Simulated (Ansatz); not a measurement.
A first, cheap relaxation of C₂H₉NSSi, SMILES `CC(N)([SiH3])S`.

```yaml
crystal:
  periodic: [false, false, false]
  atoms:
    - {symbol: C, position_ang: [-0.816700, -1.029800, 0.957900]}
    - {symbol: C, position_ang: [0.142300, -0.156600, 0.142400]}
    - {symbol: N, position_ang: [0.860100, 0.707400, 1.055300]}
    - {symbol: Si, position_ang: [-0.585000, 0.887000, -1.244600]}
    - {symbol: S, position_ang: [1.354000, -1.301000, -0.646800]}
    - {symbol: H, position_ang: [-1.435100, -1.654200, 0.304000]}
    - {symbol: H, position_ang: [-0.350900, -1.584800, 1.727500]}
    - {symbol: H, position_ang: [-1.557800, -0.323600, 1.444900]}
    - {symbol: H, position_ang: [1.322900, 0.127700, 1.822700]}
    - {symbol: H, position_ang: [1.679600, 1.132200, 0.599500]}
    - {symbol: H, position_ang: [-1.380100, 0.003000, -2.193000]}
    - {symbol: H, position_ang: [0.409100, 1.645900, -1.962100]}
    - {symbol: H, position_ang: [-1.693400, 1.873800, -0.707300]}
    - {symbol: H, position_ang: [2.038100, -0.356200, -1.271500]}
basis:
  gaussian: {orbitals: def2-SVP}
hamiltonian: {xc: pbe, dispersion: d4}
relax: {f_tol: 0.03, max_steps: 200}
```

```sh
$ ansatz run in.yaml --threads 4 --pin off --events-out ev --progress --plain --max-ram 10444MiB
```

Shortened log:

```
Functional definition: PBE
mean field -22400.73732675 eV, -823.2119129931 hartree, gradient 5.7e-5 eV, S^2 0.000000; 0 other end points of the search recorded, 0 dependent functions left out
relax step   1: F+E_penalty+E_count = -22401.10375940 eV  Δ(F+E_penalty+E_count) = +0.000e0 eV  max|allowed force component| = 2.810e0 eV/Å  Δτ_max = 0.0000 Å  (30 SCF iters, accepted)
mean field -22401.10378429 eV, -823.2253800591 hartree, gradient 2.1e-5 eV, S^2 0.000000; 0 other end points of the search recorded, 0 dependent functions left out
relax step   2: F+E_penalty+E_count = -22401.46890354 eV  Δ(F+E_penalty+E_count) = -3.651e-1 eV  max|allowed force component| = 6.797e-1 eV/Å  Δτ_max = 0.1475 Å  (30 SCF iters, accepted)
mean field -22401.15083434 eV, -823.2271091167 hartree, gradient 1.9e-5 eV, S^2 0.000000; 0 other end points of the search recorded, 0 dependent functions left out
relax step   3: F+E_penalty+E_count = -22401.51470080 eV  Δ(F+E_penalty+E_count) = -4.580e-2 eV  max|allowed force component| = 3.012e-1 eV/Å  Δτ_max = 0.0561 Å  (31 SCF iters, accepted)
mean field -22401.14279362 eV, -823.2268136255 hartree, gradient 2.1e-5 eV, S^2 0.000000; 0 other end points of the search recorded, 0 dependent functions left out
relax step   4: F+E_penalty+E_count = -22401.50650935 eV  Δ(F+E_penalty+E_count) = +8.191e-3 eV  max|allowed force component| = 6.546e-1 eV/Å  Δτ_max = 0.0341 Å  (29 SCF iters, rejected (line search))
mean field -22401.15986366 eV, -823.2274409382 hartree, gradient 1.9e-5 eV, S^2 0.000000; 0 other end points of the search recorded, 0 dependent functions left out
relax step   5: F+E_penalty+E_count = -22401.52341334 eV  Δ(F+E_penalty+E_count) = -8.713e-3 eV  max|allowed force component| = 5.259e-2 eV/Å  Δτ_max = 0.0169 Å  (31 SCF iters, accepted)
mean field -22401.15949858 eV, -823.2274275216 hartree, gradient 1.9e-5 eV, S^2 0.000000; 0 other end points of the search recorded, 0 dependent functions left out
relax step   6: F+E_penalty+E_count = -22401.52293011 eV  Δ(F+E_penalty+E_count) = +4.832e-4 eV  max|allowed force component| = 6.700e-2 eV/Å  Δτ_max = 0.0421 Å  (30 SCF iters, rejected (line search))
mean field -22401.16079236 eV, -823.2274750671 hartree, gradient 1.9e-5 eV, S^2 0.000000; 0 other end points of the search recorded, 0 dependent functions left out
relax step   7: F+E_penalty+E_count = -22401.52428008 eV  Δ(F+E_penalty+E_count) = -8.667e-4 eV  max|allowed force component| = 2.542e-2 eV/Å  Δτ_max = 0.0197 Å  (31 SCF iters, accepted)
mean field -22401.16079236 eV, -823.2274750671 hartree, gradient 2.4e-5 eV, S^2 0.000000; 1 other end points of the search recorded, 0 dependent functions left out
Total energy: -22401.52431739 eV, -823.2408343655 hartree
Atom 0 at    -0.845473    -0.988867     0.928004 Å, force     0.006309    -0.016638    -0.008209 eV/Å
Atom 1 at     0.186215    -0.142834     0.174882 Å, force     0.000950     0.025424     0.015416 eV/Å
Atom 2 at     0.861089     0.734773     1.090352 Å, force     0.006743     0.003978    -0.003459 eV/Å
Atom 3 at    -0.646396     0.884300    -1.215958 Å, force     0.003830    -0.007103    -0.006806 eV/Å
Atom 4 at     1.305054    -1.417932    -0.714726 Å, force    -0.006745    -0.016197    -0.001043 eV/Å
Atom 5 at    -1.402588    -1.661204     0.246507 Å, force    -0.003592    -0.002528     0.003499 eV/Å
Atom 6 at    -0.345656    -1.620644     1.695000 Å, force     0.001056     0.000901    -0.003047 eV/Å
Atom 7 at    -1.563684    -0.325273     1.450019 Å, force     0.000152     0.002651    -0.002620 eV/Å
Atom 8 at     1.324614     0.202895     1.841485 Å, force    -0.001799    -0.001232    -0.003471 eV/Å
Atom 9 at     1.586481     1.293283     0.625617 Å, force    -0.003217     0.001348     0.000316 eV/Å
Atom 10 at    -1.359101    -0.019637    -2.179692 Å, force     0.000088     0.002137    -0.000301 eV/Å
Atom 11 at     0.430513     1.654031    -1.937809 Å, force     0.000626    -0.002061     0.002785 eV/Å
Atom 12 at    -1.632150     1.868382    -0.639551 Å, force    -0.004010     0.004301     0.002983 eV/Å
Atom 13 at     2.088180    -0.490474    -1.335228 Å, force    -0.000389     0.005019     0.003957 eV/Å
Dipole moment:     0.150659     0.126688     0.169048 e Å
```

It took 11 s on 4 threads of an Arm Neoverse V2 on a shared host, with 0.18 GiB of host memory at the peak.
